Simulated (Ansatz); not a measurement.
C₃H₉BSi, SMILES `CC1([SiH3])BC1` at its PBE0-D4/def2-TZVP geometry, where that method's forces vanish. Total charge 0; spin multiplicity 1.

```xyz
14

C    -1.0717    0.1385    1.1806
C    -0.1654   -0.0250   -0.0271
Si    1.5144   -0.7351    0.3295
B    -0.7183   -0.3456   -1.4043
C    -0.1765    1.0530   -1.1444
H    -1.2543   -0.8188    1.6753
H    -0.6342    0.8213    1.9161
H    -2.0446    0.5497    0.8955
H     2.2536   -0.9542   -0.9452
H     1.3939   -2.0347    1.0439
H     2.3116    0.1993    1.1744
H    -1.2810   -1.1106   -2.1125
H    -0.9002    1.8607   -1.0390
H     0.7725    1.4016   -1.5427
```

(1) What forces (eV/Å) does ωB97M-V/def2-TZVPP give on these atoms in Ansatz? (Estimate.)

Results:

(1) Computed: 
```
C1  -0.138  0.038  0.167
C2   0.156 -0.135 -0.041
Si3  0.134 -0.031  0.039
B4  -0.120 -0.149 -0.111
C5   0.039  0.212 -0.078
H6   0.013  0.068 -0.034
H7  -0.033 -0.050 -0.052
H8   0.065 -0.025  0.023
H9  -0.087  0.028  0.130
H10  0.006  0.146 -0.078
H11 -0.094 -0.106 -0.093
H12  0.077  0.108  0.096
H13  0.043 -0.069 -0.002
H14 -0.061 -0.037  0.034
```
